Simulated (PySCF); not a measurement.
**Löwdin shares of the frontier orbitals**

C5H6OSSi.
Cartesian coordinates in Å at the GFN2-xTB level; atoms count from 1:
```xyz
14
C5H6OSSi angstrom
C      2.7349   -1.4986   -0.4813
C      1.6733   -1.0078   -0.2058
C      0.3607   -0.5287    0.1130
O     -0.5931   -1.2913    0.1169
C      0.2440    0.8979    0.4295
C      1.3144    1.7118    0.4200
S     -1.3618    1.4615    0.8171
Si    -2.6143   -0.3337    0.7081
H      3.6801   -1.8933   -0.7169
H      2.2963    1.3455    0.1757
H      1.2111    2.7551    0.6567
H     -3.8516    0.3612    1.0951
H     -2.7969   -0.7446   -0.6736
H     -2.2979   -1.2356    1.8034
```

Computed, not measured: TDDFT CAM-B3LYP/def2-SVPD, vertical, gas phase, core orbitals frozen in the response in PySCF 2.14.0, density-fitted response routines.

Kohn–Sham orbitals with the atoms that hold most of them (Löwdin shares over 4%, at most four atoms; ? is withheld):

```
orbital  ε (eV)                            atoms
 LUMO+2    0.93  C1 17%, S7 17%, C2 12%, Si8 10%
 LUMO+1    0.74   C5 24%, C1 15%, C6 15%, S7 12%
   LUMO       ?   C3 23%, O4 23%, C6 17%, C1 11%
   HOMO   -7.93                                ?
 HOMO-1   -9.59                                ?
 HOMO-2  -10.00    S7 55%, Si8 14%, C5 7%, C1 5%
 HOMO-3  -10.59     C2 34%, C1 34%, O4 9%, C3 5%
```

Q: Give the leading atoms of the HOMO-1.

A: O4 (bonded to C) 27%; Si8 (bonded to S and 3 H) 23%; H12 (bonded to Si) 19%; H14 (bonded to Si) 5%. By element: oxygen 27%, hydrogen 24% or more, silicon 23%.

Q: Give the leading atoms of the HOMO.

A: S7 (bonded to C and Si) 52%; C6 (bonded to C and 2 H) 17%; C5 (bonded to 2 C and S) 15%; Si8 (bonded to S and 3 H) 7%. By element: sulfur 52%, carbon 32% or more, silicon 7%.

Q: What is the LUMO energy, and the HOMO–LUMO gap?

A: ε(LUMO) = -1.90 eV; the gap is 6.04 eV (0.2219 hartree).

Q: The HOMO–LUMO gap is 6.04 eV. Where does the response calculation put the lowest singlet, and from which orbitals?

A: S1 is at 3.38 eV (f = 0.046), 2.66 eV below the gap, made of HOMO→LUMO (99%). Without the coupling terms of the response equations the lowest excitation would equal the gap.

Q: One configuration dominates each of S1, S2 and S6. Which, and how do the shares of the two leading atoms of either orbital change from the occupied to the empty one?

A: 
- S1 (3.38 eV, f 0.046), HOMO→LUMO (99%): S7 52% → at most 12%, C6 17% → 17%, C3 at most 7% → 23%, O4 at most 7% → 23%
- S2 (4.00 eV, f 0.0000), HOMO-1→LUMO (76%): O4 27% → 23%, Si8 23% → at most 12%, C3 at most 6% → 23%
- S6 (5.75 eV, f 0.097), HOMO→LUMO+1 (79%): S7 52% → 12%, C6 17% → 15%, C5 15% → 24%, C1 at most 7% → 15%

Löwdin shares depend on the basis, the more so with diffuse functions.

Time: 85 s; peak memory 1.0 GiB. Hardware: Arm Neoverse N1, one thread, shared host with 64 logical CPUs at a one-minute load of 57.

One conformer stands for the species.
